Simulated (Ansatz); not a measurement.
iodoethane (C2H5I), singlet, at a GFN2-xTB geometry (core potentials on I); PBE0/def2-QZVP (Ansatz, a first-principles code).

Input for Ansatz:
Ansatz 0.2 input:
```yaml
crystal:
  periodic: [false, false, false]
  atoms:
    - {symbol: C, position_ang: [-2.41094010, -0.35054117, -0.19205115]}
    - {symbol: C, position_ang: [-1.08692994, -1.04181297, -0.42034898]}
    - {symbol: I, position_ang: [0.58807350, 0.22909838, 0.10107467]}
    - {symbol: H, position_ang: [-2.53385216, -0.07447565, 0.85324364]}
    - {symbol: H, position_ang: [-3.22038727, -1.02624607, -0.46726913]}
    - {symbol: H, position_ang: [-2.49297846, 0.54925970, -0.79834221]}
    - {symbol: H, position_ang: [-0.98728072, -1.93193960, 0.19535415]}
    - {symbol: H, position_ang: [-0.94617658, -1.30468766, -1.46554327]}
basis:
  gaussian:
    orbitals: def2-QZVP.json
hamiltonian:
  xc: pbe0
```
The basis file holds def2-QZVP in the JSON format of the Basis Set Exchange.

Task: What does Ansatz print? Leave out banner, timings and long lists.

Result: 
```
Functional definition: PBE0
1100 factors; their error is unknown
mean field evaluation 1: about -10247.2711 eV, gradient 5.9e1 eV
mean field evaluation 2: about -10238.1840 eV, gradient 8.1e1 eV
mean field evaluation 4: about -10255.3973 eV, gradient 5.1e0 eV
mean field evaluation 8: about -10255.4360 eV, gradient 4.8e-2 eV
mean field evaluation 16: about -10255.4769 eV, gradient 2.6e-5 eV
mean field -10255.47694462 eV, -376.8818263030 hartree, gradient 2.6e-5 eV, S^2 0.000000; 0 other end points of the search recorded, 0 dependent functions left out
reference -10255.47697742 eV, -376.8818275082 hartree; 21, 21 occupied and 325, 325 virtual orbitals, 1100 factors
Total energy: -10255.47697742 eV, -376.8818275082 hartree
```
